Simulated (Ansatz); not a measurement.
CH$_{4}$AlBrOS (`O[CH2][Al]([SH])[Br]`), relaxed with RKS PBE0-D4/def2-TZVP in Ansatz from a PBE-D4/def2-SVP geometry. The force threshold is 0.005 eV/Å; the program also tests the step.

The species carries charge 0 and has multiplicity 1.

Start:

```xyz
9

O     0.224   -2.011   -0.105
C    -0.511   -0.802   -0.177
Al    0.677    0.776   -0.110
S    -0.207    2.815   -0.186
Br    2.930    0.536    0.014
H    -0.407   -2.753   -0.146
H    -1.117   -0.695   -1.117
H    -1.259   -0.676    0.653
H    -0.330    2.811    1.174
```

**Question.** How much energy does the relaxation release, and in how many steps? (An estimate is asked.)

**Answer.** Ansatz gave: 0.25 eV, in 37 steps, 2 of them rejected.

**Question.** Which bonds change most? (Best estimate.)

**Answer.** Computed: Al3–S4 from 2.224 to 2.178 Å; Al3–Br5 from 2.269 to 2.245 Å; C2–H8 from 1.124 to 1.102 Å; C2–H7 from 1.124 to 1.102 Å.

**Question.** Give the relaxed structure. (Estimate.)

**Answer.** Ansatz gave: 
```xyz
9

O     0.175   -1.948   -0.230
C    -0.472   -0.704   -0.031
Al    0.849    0.752    0.001
S     0.207    2.813    0.287
Br    3.057    0.432   -0.248
H    -0.486   -2.645   -0.242
H    -1.204   -0.487   -0.826
H    -1.036   -0.677    0.915
H    -1.089    2.465    0.374
```
